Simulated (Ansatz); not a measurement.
The cluster Ag3S⁺. Charge 1, multiplicity 1. Geometry B3LYP-D4/def2-SVP.

Cartesian coordinates in Å:
```
Ag -1.807 -1.092 0.142
Ag 0.027 1.980 0.745
Ag 1.819 -1.081 -0.024
S -0.040 0.193 -0.863
```

In the def2 sets Ag takes a core potential; there is no spin–orbit coupling. The structure comes from a short search, and lower isomers may exist.

Q: Estimate the orbital energies around the gap (eV) in Ansatz with LDA (SPW92)/def2-TZVP, PBE-D4/def2-TZVP, PBE0-D4/def2-TZVP, r2SCAN0-D4/def2-TZVP, ωB97M-V/def2-TZVP.

A: 
| orbital | LDA (SPW92)/def2-TZVP | PBE-D4/def2-TZVP | PBE0-D4/def2-TZVP | r2SCAN0-D4/def2-TZVP | ωB97M-V/def2-TZVP |
| --- | --- | --- | --- | --- | --- |
| HOMO−13 | -12.86 | -12.53 | -14.23 | -14.41 | -16.75 |
| HOMO−12 | -12.66 | -12.34 | -14.03 | -14.21 | -16.54 |
| HOMO−11 | -12.66 | -12.34 | -14.03 | -14.21 | -16.54 |
| HOMO−10 | -12.62 | -12.29 | -14.02 | -14.21 | -16.54 |
| HOMO−9 | -12.58 | -12.26 | -13.98 | -14.16 | -16.49 |
| HOMO−8 | -12.56 | -12.26 | -13.97 | -14.15 | -16.48 |
| HOMO−7 | -12.53 | -12.23 | -13.97 | -14.15 | -16.48 |
| HOMO−6 | -12.53 | -12.23 | -13.92 | -14.12 | -16.43 |
| HOMO−5 | -12.46 | -12.17 | -13.92 | -14.12 | -16.43 |
| HOMO−4 | -12.46 | -12.17 | -13.91 | -14.07 | -16.41 |
| HOMO−3 | -12.41 | -12.12 | -13.86 | -14.05 | -16.35 |
| HOMO−2 | -10.85 | -10.50 | -11.36 | -11.41 | -13.30 |
| HOMO−1 | -10.85 | -10.49 | -11.36 | -11.41 | -13.29 |
| HOMO | -10.85 | -10.49 | -11.26 | -11.29 | -13.13 |
| LUMO | -8.27 | -7.91 | -6.86 | -6.68 | -5.05 |
| LUMO+1 | -7.65 | -7.30 | -6.21 | -6.00 | -4.39 |
| LUMO+2 | -7.65 | -7.30 | -6.21 | -6.00 | -4.39 |
| LUMO+3 | -5.06 | -4.78 | -3.99 | -3.78 | -2.77 |
| LUMO+4 | -5.05 | -4.78 | -3.98 | -3.78 | -2.73 |
| LUMO+5 | -5.03 | -4.77 | -3.98 | -3.78 | -2.73 |
